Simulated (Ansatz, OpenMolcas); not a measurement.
# From Ansatz to OpenMolcas

Ansatz 0.2.0 runs this on SiNH4O2 (SMILES N[Si](O)O):

input.yaml:
```yaml
crystal:
  periodic: [false, false, false]
  atoms:
    - {symbol: "N", position_ang: [-0.498000, 1.267000, 0.129300]}
    - {symbol: Si, position_ang: [0.096000, -0.243600, -0.376000]}
    - {symbol: O, position_ang: [1.641600, -0.288300, 0.202600]}
    - {symbol: O, position_ang: [-0.956500, -1.334700, 0.277900]}
    - {symbol: H, position_ang: [0.071200, 2.094000, 0.065100]}
    - {symbol: H, position_ang: [-1.483600, 1.467400, 0.110500]}
    - {symbol: H, position_ang: [2.250900, -0.848000, -0.280900]}
    - {symbol: H, position_ang: [-1.029400, -2.171000, -0.184200]}
basis:
  gaussian: {orbitals: cc-pVDZ}
magnetization: {spin_polarized: true, initial_magnetization: 1}
accuracy: high
output: {orbitals: {seedname: orbitals}}
hamiltonian: {xc: {name: revPBE}}
```

```bash
$ ansatz run input.yaml --threads 1 --pin off --max-ram 3480MiB --events-out events.jsonl --progress --plain --runs-dir runs
```

Geometry: relaxed at PBE0-D4/def2-TZVP. This is one conformer, not always the lowest.

It gives a total energy of -497.027218 Eh.

Task: How is this level of theory, on these atoms, set up in OpenMolcas 26.06 as an input file of the program's own, asking for the gradient?

Result: One way, which was run:

job.inp:
```
>>> EXPORT MOLCAS_PRINT=2
&GATEWAY
BasLib = $CurrDir
Coord
8
bohr
N     -0.94108361     2.39428300     0.24434159
Si     0.18141371    -0.46033728    -0.71053702
O      3.10217441    -0.54480804     0.38285851
O     -1.80752304    -2.52221746     0.52515489
H      0.13454850     3.95708650     0.12302117
H     -2.80359768     2.77298412     0.20881474
H      4.25358453    -1.60248775    -0.53082407
H     -1.94528407    -4.10259542    -0.34808755
Basis = cc-pVDZ
Group = NoSym
&SEWARD
GridInput
Grid=UltraFine
End of Grid
&SCF
UHF
Spin = 2
KSDFT = revPBE
Thresholds = 1e-10 1e-07 1e-07 1e-05
PrOrbitals = 1 1
&ALASKA
```

```bash
$ export MOLCAS_MEM=1860
$ pymolcas job.inp > job.log
```

(Basis files named in the input come from the Basis Set Exchange and aren't shown.)

Its energy is -497.027218 Eh, the same as the first but for the last digit, at most.
